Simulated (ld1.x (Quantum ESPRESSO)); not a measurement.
# Scattering properties, PAW potential for lithium (Li)

| Property | Result |
| --- | --- |
| Element | lithium |
| Generator | ld1.x (Quantum ESPRESSO) 7.5 |
| Type | PAW |
| Functional | LDA (PZ) |
| Relativity | scalar-relativistic |
| Frozen core | none |
| Valence charge | 3 |
| Reference configuration | 1s2 2s0.75 2p0.25 |
| Partial waves | 1s (bound): rcut 0.90, rcutus 1.20 bohr; 2s (bound): rcut 0.90, rcutus 1.20 bohr; 2p (bound): rcut 4.00, rcutus 4.75 bohr; 2p channel at 4.25 Ry: rcut 4.00, rcutus 4.75 bohr; 3d channel at -0.05 Ry: rcut 3.35, rcutus 4.15 bohr; 3d channel at 1.5 Ry: rcut 3.35, rcutus 4.15 bohr |
| Local potential | all-electron potential smoothed inside 2.00 bohr (lloc = -1) |
| Core correction | none |
| Augmentation charge | PSQ, inside the norm-conserving radii |

The phase is arctan(r·u′/u) with u = r·R(r), unwrapped; energies in Ry, scanned from -6 to 5 Ry. A pole is an energy at which the radial function vanishes at the test radius. The pseudo phase is shifted by a multiple of π to meet the all-electron one at the reference energy, and phase errors are pseudo minus all-electron; the curves can meet again beyond the range given. Levels narrower than the energy grid can be missing from the lists of poles.

Question: For each channel, where are the poles, and over which energies does the pseudopotential scatter like the atom?

Answer:

| channel | radius (bohr) | reference energy (Ry) | poles, all-electron | poles, pseudo | unbroken range about the reference energy with phases within 0.05 rad | phase error 1 Ry above the reference energy (rad) |
| --- | --- | --- | --- | --- | --- | --- |
| s | 5.18 | -0.22 | -0.06, 1.37, 3.68 | -0.06, 1.37, 3.69 | below 2.4 | +0.001 |
| p | 5.18 | -0.09 | 0.12, 1.32, 3.32 | 0.02, 0.76, 3.36 | -0.1 to -0.1 | -0.264 |
| d | 5.18 | -0.05 | 0.78, 2.46, 4.90 | 0.78, 2.48, 4.99 | below 3.3 | +0.001 |

Phases in the p channel:

```json
{"E (Ry)": "-6.00", "all-electron": "1.491", "pseudo": "1.491"}
{"E (Ry)": "-5.48", "all-electron": "1.487", "pseudo": "1.487"}
{"E (Ry)": "-4.96", "all-electron": "1.483", "pseudo": "1.483"}
{"E (Ry)": "-4.44", "all-electron": "1.478", "pseudo": "1.478"}
{"E (Ry)": "-3.92", "all-electron": "1.472", "pseudo": "1.471"}
{"E (Ry)": "-3.40", "all-electron": "1.464", "pseudo": "1.464"}
{"E (Ry)": "-2.88", "all-electron": "1.454", "pseudo": "1.454"}
{"E (Ry)": "-2.36", "all-electron": "1.441", "pseudo": "1.440"}
{"E (Ry)": "-1.84", "all-electron": "1.423", "pseudo": "1.421"}
{"E (Ry)": "-1.32", "all-electron": "1.393", "pseudo": "1.389"}
{"E (Ry)": "-0.80", "all-electron": "1.331", "pseudo": "1.319"}
{"E (Ry)": "-0.28", "all-electron": "1.019", "pseudo": "0.959"}
{"E (Ry)": "0.24", "all-electron": "-1.713", "pseudo": "-4.247"}
{"E (Ry)": "0.76", "all-electron": "-4.182", "pseudo": "-4.713"}
{"E (Ry)": "1.28", "all-electron": "-4.698", "pseudo": "-4.831"}
{"E (Ry)": "1.80", "all-electron": "-4.875", "pseudo": "-5.068"}
{"E (Ry)": "2.32", "all-electron": "-7.158", "pseudo": "-7.377"}
{"E (Ry)": "2.84", "all-electron": "-7.768", "pseudo": "-7.761"}
{"E (Ry)": "3.36", "all-electron": "-7.859", "pseudo": "-7.854"}
{"E (Ry)": "3.88", "all-electron": "-7.935", "pseudo": "-7.933"}
{"E (Ry)": "4.40", "all-electron": "-8.190", "pseudo": "-8.188"}
{"E (Ry)": "4.92", "all-electron": "-10.750", "pseudo": "-10.716"}
```
